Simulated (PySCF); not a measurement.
**Hg: excitation energy**

Hg [Xe] 4f14 5d10 6s2 (1S) → Hg [Xe] 4f14 5d9 6s2 6p1 (high-spin determinant), as a difference of total energies. All numbers are calculated (PySCF 2.14, a scalar-relativistic core potential, in aug-cc-pVDZ-PP with ECP60MDF (5s5p4d2f, 54 functions)). Correlated levels: valence: 5s2 5p6 frozen. The calculations carry no spin-orbit coupling.

```csv
method,excitation energy (eV)
UHF,8.737
LDA,9.969
PBE,9.798
PBE0,9.694
r2SCAN,9.739
CAM-B3LYP,9.541
r2SCAN0,9.641
wB97M-V,9.547
TPSSh,9.660
MP2 (valence),10.284
SCS-MP2 (valence),10.193
```

**Question.** How much does correlation contribute at MP2 (valence)?

**Answer.** 10.284 − (8.737) = 1.547 eV, measured against UHF.

The determinant of the upper state mixes LS terms, which raises its energy above the lowest term, most at the Hartree-Fock and MP2 levels.
